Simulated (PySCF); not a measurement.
Germanium: a sound run and one with changed settings

Sound run: Ge [Ar] 3d10 4s2 4p2, Ge⁺ [Ar] 3d10 4s2 4p1. All numbers are calculated (PySCF 2.14, scalar relativity by spin-free X2C-1e, in x2c-SVPall (5s4p3d, 32 functions)). In the sound run the correlated levels freeze [Ar] 3d10. The sound run starts from symmetry-adapted Hartree-Fock orbitals and uses a fine grid where one is needed.

Changed run: the non-relativistic Hamiltonian (point nucleus). This setting is unsound on purpose.

| species | method | sound run (hartree) | changed run (hartree) | converged |
| --- | --- | --- | --- | --- |
| Ge | UHF | -2096.68569 | -2066.48632 | yes |
| Ge | PBE | -2098.06120 | -2067.86284 | yes |
| Ge | PBE0 | -2098.09103 | -2067.89193 | yes |
| Ge | MP2 | -2096.72653 | -2066.52742 | yes |
| Ge | CCSD(T) | -2096.74287 | -2066.54439 | yes |
| Ge⁺ | UHF | -2096.41326 | -2066.20970 | yes |
| Ge⁺ | PBE | -2097.77185 | -2067.56953 | yes |
| Ge⁺ | PBE0 | -2097.79999 | -2067.59680 | yes |
| Ge⁺ | MP2 | -2096.44531 | -2066.24210 | yes |
| Ge⁺ | CCSD(T) | -2096.46063 | -2066.25827 | yes |

Ionisation energy of Ge:

```
 method  sound run (eV)  changed run (eV)
    UHF           7.413             7.527
    PBE           7.874             7.981
   PBE0           7.919             8.031
    MP2           7.652             7.764
SCS-MP2           7.588             7.701
   CCSD           7.671             7.777
CCSD(T)           7.680             7.786
```

Most of the change in total energy is the relativistic energy itself. On top of that the contraction fixes the core shape for the Hamiltonian it was made with, so the changed run is not a good calculation with the other Hamiltonian either.

For comparison, NIST gives 7.899 eV between the lowest levels.
